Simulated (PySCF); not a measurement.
Computed shifts of a molecule C6H10, PBE0/pcSseg-1 in PySCF, GIAO, gas phase, equivalent atoms averaged, in ppm (number of nuclei): ¹³C: 155.3 (1), 146.8 (1), 125.2 (1), 120.5 (1), 50.7 (1), 25.5 (1). ¹H: 6.54 (1), 5.65 (1), 5.56 (1), 5.32 (2), 3.06 (1), 2.95 (1), 2.11 (3). References: ¹³C against TMS (σ = 186.3 ppm); ¹H against TMS (σ = 31.56 ppm), references at their B3LYP-D3(BJ)/def2-TZVP geometries, non-relativistic. Geometry: PBE0-D3(BJ)/def2-SVP. Other conformers were not sampled.

Q: Identify the compound among the candidates.
(A) C=C1CC[C@@H]1C
(B) CC[C@@H]1C=CC1
(C) C=CCC(=C)C
(D) C=CCCC=C

A: C, C=CCC(=C)C
